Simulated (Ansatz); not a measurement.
Reaction (homolysis of the F–Sb bond): `C[O][Sb]([F])[F]` → F• + `C[O][Sb][F]`•

Isolated molecules relaxed with PBE0-D4/def2-TZVP in Ansatz; ΔE leaves out vibrations. CBS: MP2 limit from def2 TZ/QZ plus the TZ coupled-cluster correction, frozen cores. This one scheme is used for every species, atoms too. Functionals use def2-TZVPP. HSE06 is defined as in plane-wave codes. No spin–orbit coupling; open shells (•) take unrestricted orbitals. Spin–orbit coupling would lower the free atoms: a little for F. Elements past krypton have def2 core potentials. For Sb outer-core shells are correlated without core-valence functions, so the limit isn't a true one: a few kJ/mol of doubt a bond, and 10 to 20 or more in all where bonds break to atoms. Each species was taken in one conformer, which may not be the lowest.

**Question.** What is ΔE at CCSD(T)/CBS? (Estimate.)

**Answer.** Computed: +121.8 kcal/mol.

**Question.** What do these levels give: B97M-V, PBE0-D4, HSE06-D4, B2PLYP, PBE0, r2SCANh, HF/def2-TZVPP, MP2/def2-TZVPP, SCS-MP2/def2-TZVPP, CCSD/def2-TZVPP, HF/def2-QZVPP, HF/CBS(def2)? (Estimate.)

**Answer.** The calculation gave: B97M-V 119.5, PBE0-D4 114.8, HSE06-D4 114.8, B2PLYP 116.4, PBE0 114.2, r2SCANh 115.1, HF/def2-TZVPP 77.0, MP2/def2-TZVPP 122.9, SCS-MP2/def2-TZVPP 119.1, CCSD/def2-TZVPP 111.9, HF/def2-QZVPP 78.6, HF/CBS(def2) 78.8 kcal/mol.

**Question.** What do rigid-rotor, harmonic-oscillator terms from PBE0-D4/def2-TZVP frequencies (298.15 K, 1 bar) make of the CCSD(T)/CBS value? (Estimate.)

**Answer.** Computed: ΔZPE = -1.7 kcal/mol, ΔH = +120.8 kcal/mol, ΔS = 142 J/(mol·K), ΔG = +110.7 kcal/mol. Open shells count their whole term as degenerate.

Largest T1 diagnostic among the species: 0.017.

At CCSD(T), def2-SVP lies −16.5 kcal/mol from the extrapolated value and def2-TZVPP −6.8 kcal/mol: correlation converges slowly with the basis, and small sets miss more of it in the bonded molecule than in its fragments. In def2-TZVPP, CCSD(T) changes the Hartree–Fock value by +38.0 kcal/mol (the triples alone add +3.1 kcal/mol) and MP2 by +45.8 kcal/mol; breaking electron pairs costs correlation energy, which Hartree–Fock lacks. The D4 term adds +1.2 kcal/mol with B3LYP and +0.7 kcal/mol with PBE0; it sums over pairs of atoms, weighted by their polarisabilities, and B3LYP, whose exchange is more repulsive, gets the larger term.

B3LYP here is the variant with VWN-RPA as its local correlation; programs differ in this.
